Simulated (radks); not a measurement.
Effect of the nuclear size on the lutetium ion Lu+, [Xe] 4f14 6s2. All-electron calculation, Dirac Kohn-Sham, LDA (Slater exchange, Perdew-Wang correlation), spin-unpolarised, spherical densities, finite nucleus; Fermi nuclear charge, rms radius 5.37 fm. Program: a radial shooting solver on a logarithmic mesh with Libxc functionals. The rms radius is varied about that value; shifts are against it.

| rms radius (fm) | total energy shift (eV) | density at nucleus (e/bohr^3) | 1s1/2 shift (meV) | 2s1/2 shift (meV) | 4p1/2 shift (meV) | 5s1/2 shift (meV) | 5p1/2 shift (meV) | 6s1/2 shift (meV) | 6p1/2 (empty) shift (meV) |
|---|---|---|---|---|---|---|---|---|---|
| 4.3067 | -16.0 | 1.187e+06 | -6540 | -896 | 0.426 | -7.03 | 0.770 | -0.542 | 0.278 |
| 4.9887 | -6.03 | 1.133e+06 | -2460 | -337 | 0.159 | -2.64 | 0.289 | -0.204 | 0.104 |
| 5.37 | 0 | 1.107e+06 | 0.000 | 0.000 | 0.000 | 0.000 | 0.000 | 0.000 | 0.000 |
| 5.7513 | 6.33 | 1.083e+06 | 2580 | 354 | -0.166 | 2.77 | -0.303 | 0.214 | -0.110 |
| 6.0466 | 11.4 | 1.066e+06 | 4660 | 639 | -0.298 | 5.01 | -0.548 | 0.386 | -0.198 |

Slopes of the eigenvalues against <r^2> in GHz/fm^2, as finite differences over the two radii next to the reference (eigenvalue slopes, not the field-shift constants of lines): 1s1/2 149000, 2s1/2 20400, 4p1/2 -9.58, 5s1/2 160, 5p1/2 -17.5, 6s1/2 12.3, 6p1/2 (empty) -6.32.
